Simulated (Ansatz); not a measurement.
Zn(NH2)(SeH) (H₃NSeZn), SMILES [NH2][Zn][SeH].

Geometry: B3LYP-D3(BJ)/def2-SVP. The structure was generated by enumeration; whether it is a known compound was not checked. The values are those of a single conformer.

Two levels are set side by side: PBE/def2-SVPD (Ansatz, a program for electronic structure) and CAM-B3LYP/def2-SVPD (Ansatz). Energy differences of separate SCF runs at the same geometry; the states with an electron removed or added have multiplicity 2 and 2. Differences are taken from unrounded values.

```
quantity                           CAM-B3LYP   PBE  PBE minus CAM-B3LYP
---------------------------------  ---------  ----  -------------------
vertical ionisation energy (eV)         9.30  8.68                -0.62
vertical singlet–triplet gap (eV)       4.76  4.07                -0.69
```
